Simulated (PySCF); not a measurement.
# Basis-set dependence of LiPb at PBE0

PySCF, UKS reference; quartet, unpaired electrons σ ↑, π ↑↑; De to Li + Pb without counterpoise correction.

```tsv
basis	relativity	functions	Re (Å)	ωe (cm⁻¹)	De (eV)	μ (D)
cc-pVDZ/cc-pVDZ-PP	scalar-relativistic core potentials	37	2.646	340	1.34	-5.13
def2-SVPD	scalar-relativistic core potentials	44	2.634	338	1.36	-5.25
aug-cc-pVDZ/aug-cc-pVDZ-PP	scalar-relativistic core potentials	55	2.643	338	1.34	-5.30
```

(1) How does each smaller set differ from the one with most functions, aug-cc-pVDZ/aug-cc-pVDZ-PP?

A positive dipole means Li(−)Pb(+). These are scalar-relativistic numbers at best; spin–orbit coupling would shift them, the dissociation energy most. The state was picked by a PBE0 search and need not be the measured ground state.

Answers

(1) cc-pVDZ/cc-pVDZ-PP: +0.3 pm, +0.6 % in ωe, +0.00 eV in De; def2-SVPD: -0.9 pm, +0.0 % in ωe, +0.02 eV in De. All at PBE0; the set with most functions is neither the basis-set limit nor always the best.
